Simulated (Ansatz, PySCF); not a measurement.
This PySCF input computes a B3LYP/def2-TZVPD energy:

```python
from pyscf import gto, scf, dft

mol = gto.M(
    atom='''
    Ge   -0.17808290   -0.16009585   -0.01946895
    O    -1.47426511   -1.32535878   -0.16117430
    Cl   -0.49503636    1.69499532   -0.84431545
    Cl    1.52402304   -0.76994018    0.95680961
    ''',
    basis='def2-tzvpd',
    charge=1,
    spin=1,
    verbose=4,
)

mf = dft.UKS(mol, xc='b3lyp').density_fit(auxbasis='def2-universal-jkfit')
mf.grids.level = 3
mf.conv_tol = 1e-9
mf.max_cycle = 100
mf.max_memory = 1500
mf.kernel()
if not mf.converged:
    mf = mf.newton()
    mf.kernel(mf.make_rdm1())
for _ in range(2):
    mo, _, stable, _ = mf.stability(return_status=True)
    if stable:
        break
    mf.kernel(mf.make_rdm1(mo, mf.mo_occ))
mf.analyze()
```

Q: Write an input for the same energy in Ansatz (a first-principles code) and say what it gives.

A: 
Ansatz 0.2 input:
```yaml
crystal:
  periodic: [false, false, false]
  atoms:
    - {symbol: Ge, position_ang: [-0.17808290, -0.16009585, -0.01946895]}
    - {symbol: O, position_ang: [-1.47426511, -1.32535878, -0.16117430]}
    - {symbol: Cl, position_ang: [-0.49503636, 1.69499532, -0.84431545]}
    - {symbol: Cl, position_ang: [1.52402304, -0.76994018, 0.95680961]}
basis:
  gaussian:
    orbitals: def2-TZVPD
hamiltonian:
  xc: {name: B3LYP}
total_charge: 1
magnetization: {spin_polarized: true, initial_magnetization: 1}
output: {forces: true}
```
It gives -3072.43767 Eh, and PySCF -3072.43773 Eh, a difference of 0.06 mEh, from the treatment of integrals and grids.
